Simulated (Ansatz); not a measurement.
Input for Ansatz (an electronic-structure program): R-PBE/def2-TZVPP on GaH4P (SMILES [PH2][GaH2]), a point of a torsion scan.

Ansatz 0.2 input:
```yaml
crystal:
  periodic: [false, false, false]
  atoms:
    - {symbol: P, position_ang: [-1.42979545, -0.24611459, -0.62167145]}
    - {symbol: Ga, position_ang: [0.89236602, -0.26507488, -0.41052650]}
    - {symbol: H, position_ang: [-1.47352099, 0.99905186, 0.02539783]}
    - {symbol: H, position_ang: [-1.53847101, -0.92171891, 0.60394063]}
    - {symbol: H, position_ang: [1.94910276, -0.32838731, -1.60141857]}
    - {symbol: H, position_ang: [1.69414876, -0.21683451, 0.97400565]}
basis:
  gaussian:
    orbitals: def2-TZVPP
hamiltonian:
  xc: {name: PBE}
scf: {lower_state_search: off}
```

Task: Predict the final total energy.

Result: -2268.1401 hartree.
